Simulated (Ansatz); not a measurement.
Program: Ansatz. Geometries: PBE0-D4/def2-TZVP. ΔE: electronic, gas phase. CCSD(T)/CBS is the MP2 limit (def2-TZVPP, def2-QZVPP) plus CCSD(T) − MP2 in def2-TZVPP, frozen cores. This one scheme is used for every species. Functionals use def2-TZVPP. HSE06 is defined as in plane-wave codes.

`[F][Al]([F])[SiH3]` + HCl → `[F][Al]([F])[Cl]` + SiH₄  (cleavage of the Al–Si bond)

```tsv
level	ΔE (kJ/mol)	difference from CCSD(T)/CBS
LDA (SPW92)	-117.9	23.6
revPBE-D4	-124.5	17.0
r2SCANh-D4	-142.5	-1.0
HSE06-D4	-128.7	12.8
BHLYP-D4	-147.3	-5.8
PBE-QIDH	-141.0	0.5
PBE	-120.7	20.8
BLYP	-133.2	8.3
r2SCANh	-142.8	-1.3
LC-ωPBE	-134.9	6.6
RPA@PBE/def2-TZVPP	-136.1	5.4
HF/def2-SVP	-161.4	-19.9
MP2/def2-SVP	-154.3	-12.8
HF/def2-QZVPP	-162.0	-20.5
SCS-MP2/def2-QZVPP	-151.9	-10.4
MP2/CBS(def2)	-152.1	-10.6
CCSD(T)/CBS	-141.5	0
```

Largest T1 diagnostic among the species: 0.014.

From PBE to PBE0 (25 % exact exchange), in def2-TZVPP and without D4, ΔE moves by −8.2 kJ/mol. Leaving LDA and LC-ωPBE aside and taking each functional with its dispersion term where it has one, the values, not all of them listed here, spread over 26.7 kJ/mol, from BHLYP-D4 to PBE-D4.
